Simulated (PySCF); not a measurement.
Vertical excitations of a molecule C3H3N2, multiplicity 2 from PySCF with TDA-LC-ωPBE/def2-SVPD, as energy in eV (oscillator strength): 2.34 (0.003), 4.02 (0.000), 4.53 (0.000), 5.24 (0.003), 5.43 (0.007), 5.96 (0.000), 6.56 (0.003), 6.77 (0.009), 6.98 (0.019), 7.24 (0.058). Coordinates come from a B3LYP-D3(BJ)/def2-SVP optimisation. One conformer was computed; it need not be the lowest.

### Question
Which molecule gave these data?
A. [c]1cn[nH]c1
B. C1=C[N]N=C1
C. [c]1cnc[nH]1
D. [c]1ccn[nH]1

### Answer
A, [c]1cn[nH]c1
